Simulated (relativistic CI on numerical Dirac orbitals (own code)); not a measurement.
**Tc7+: L2,3 absorption edge**

Computed with this model: Dirac-Coulomb-Breit CI, separate exchange-only KLI orbitals for each configuration, a model potential for QED, valence Slater integrals scaled by 0.8, multiplet model of core-to-valence dipole absorption; configurations [Ar] 3d10 4s2 4p6 → [He] 2s2 2p5 3s2 3p6 3d10 4s2 4p6 4d; 10 K; Lorentzian 1.6 eV and Gaussian 0.5 eV FWHM. Energies are those of the free ion, without screening or charge transfer. The branching ratio is the share of the lower-energy edge in the whole absorption, uncertain by about 0.02 where the edges overlap. S is read from ⟨S²⟩ = S(S + 1).

Field parameters in Wybourne normalisation: D4h B²₀ = −7Ds, B⁴₀ = 21(Dq − Dt), B⁴₄ = 21√(5/14) Dq. The field is a parameter set, without covalency.

free ion: ground-state S = 0.00, centroid 2733.81 eV, branching ratio 0.678. Peaks (eV, height): 2696.8 (100), 2812.2 (48).

D4h, 10Dq = 43500, Ds = -1500, Dt = 120 cm⁻¹: ground-state S = 0.00, centroid 2733.81 eV, branching ratio 0.678. Peaks (eV, height): 2694.0 (87), 2699.0 (100), 2810.0 (53), 2815.2 (37).

D4h, 10Dq = 43500, Ds = -210, Dt = 120 cm⁻¹: ground-state S = 0.00, centroid 2733.81 eV, branching ratio 0.678. Peaks (eV, height): 2694.0 (81), 2699.0 (100), 2810.0 (51), 2815.2 (37).

D4h, 10Dq = 43500, Ds = 1710, Dt = 120 cm⁻¹: ground-state S = 0.00, centroid 2733.81 eV, branching ratio 0.678. Peaks (eV, height): 2694.0 (94), 2699.2 (100), 2810.0 (58), 2815.2 (37).

D4h, 10Dq = 43500, Ds = 2360, Dt = 120 cm⁻¹: ground-state S = 0.00, centroid 2733.81 eV, branching ratio 0.678. Peaks (eV, height): 2694.0 (99), 2699.2 (100), 2810.0 (60), 2815.5 (36).

D4h, 10Dq = 43500, Ds = 3000, Dt = 120 cm⁻¹: ground-state S = 0.00, centroid 2733.81 eV, branching ratio 0.678. Peaks (eV, height): 2694.0 (99), 2698.5 (87), 2699.5 (100), 2809.8 (61), 2814.5 (34), 2815.8 (36).

The statistical ratio of this edge is 2/3 = 0.667. Values above it arise where the holes sit mainly in the j = l + 1/2 valence subshell or the ground state has high spin; values below it where core-valence Coulomb terms move weight to the upper edge, as in nearly empty shells. At deep edges of heavy elements the radial integrals of the two core levels differ, which raises the baseline.

Strongest unbroadened transitions for D4h, 10Dq = 43500, Ds = 3000, Dt = 120 cm⁻¹:

```tsv
Energy (eV)	Relative strength
2692.50	3.2
2692.53	3.9
2693.02	19.9
2693.36	19.7
2693.64	27.8
2694.31	78.4
2697.33	2.3
2697.78	16.6
2698.23	60.9
2698.88	2.0
2699.05	3.7
2699.70	100.0
2809.50	23.5
2809.60	31.5
2810.53	37.9
2814.17	8.4
2814.44	22.4
2815.93	36.4
```
